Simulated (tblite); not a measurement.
`CC(=O)CC[Si@H](N)O[SiH3]`. Structure optimised with GFN2-xTB, isolated species.

```
atom  x, y, z in Å
C1    -3.4392    0.5572    0.3881
C2    -2.8261   -0.8096    0.2106
O3    -3.3444   -1.8084    0.6445
C4    -1.5075   -0.8461   -0.5307
C5    -0.4350    0.0143    0.1379
Si6    1.2514   -0.1819   -0.7114
N7     1.8767   -1.7216   -0.2705
O8     2.2680    0.9459   -0.1493
Si9    3.6220    1.6438    0.3886
H10   -3.2965    1.1696   -0.4977
H11   -2.9532    1.0480    1.2299
H12   -4.4982    0.4614    0.6146
H13   -1.6719   -0.4951   -1.5521
H14   -1.1787   -1.8855   -0.5779
H15   -0.3592   -0.2674    1.1890
H16   -0.7374    1.0604    0.1099
H17    1.1533    0.1034   -2.1493
H18    1.3028   -2.5419   -0.3716
H19    2.8366   -1.9396   -0.4817
H20    4.4036    2.0200   -0.7895
H21    4.3541    0.6871    1.2172
H22    3.1685    2.8054    1.1493
```

Problem. Which two atoms are farthest apart?

Solution. H12···H20, 9.15 Å; the next longest distance is 8.88 Å.

Problem. Work out the bond lengths C1–C2, C2–C4, C4–C5, C4–H14, C5–H15, Si9–H20 in Å.

Solution. For C1–C2 the difference vector is (0.6131, -1.3668, -0.1775) Å, of length 1.5085 Å. C1–C2 1.508; C2–C4 1.513; C4–C5 1.529; C4–H14 1.091; C5–H15 1.091; Si9–H20 1.463 Å.

Problem. What is the repulsion energy of the bare nuclei, Σ ZA·ZB/RAB?

Solution. 616.15 Eh over 231 pairs, with full nuclear charges and distances in bohr; the largest single term is 36.69 Eh (O8 with Si9).

Problem. Where is the centre of mass (commonest isotopes), and what is the radius of gyration?

Solution. Mass 163.048 u; centre at (0.303, -0.048, -0.021) Å; Rg = √(Σ m r²/M) = 2.889 Å. As Ia + Ib + Ic = 2 Σ m r², the three principal moments sum to 2721.5 u·Å².

Problem. How far apart are these pairs, which share no bond: C2···O8, O3···H17, H11···H15, H13···H21, H15···H19?

Solution. C2···O8 5.400 Å (4 bonds apart); O3···H17 5.629 Å (5 bonds apart); H11···H15 2.909 Å (5 bonds apart); H13···H21 6.736 Å (6 bonds apart); H15···H19 3.975 Å (4 bonds apart).

Problem. How far are the heavy atoms from their best plane (unweighted least squares)?

Solution. 0.367 Å rms; C1 0.08, C2 0.03, O3 0.57, C4 0.56, C5 0.07, Si6 0.57, N7 0.18, O8 0.10, Si9 0.45 Å (magnitudes).

Problem. Write the matrix of distances between heavy atoms (Å, lower triangle).

Solution. 
```
C1    0.000
C2    1.508  0.000
O3    2.381  1.206  0.000
C4    2.558  1.513  2.384  0.000
C5    3.063  2.530  3.470  1.529  0.000
Si6   4.874  4.227  5.060  2.843  1.898  0.000
N7    5.821  4.815  5.301  3.505  2.920  1.719  0.000
O8    5.746  5.400  6.302  4.197  2.873  1.619  2.699  0.000
Si9   7.144  6.901  7.779  5.776  4.379  3.188  3.848  1.615  0.000
```

GFN2-xTB frequencies show an imaginary mode (39i cm⁻¹), so the point is no minimum at that level.

Hardware: Arm Neoverse V2, one thread, no GPU (shared host). Cost: 1.4 s wall. That covers the optimisation of the geometry.

These are computed values.
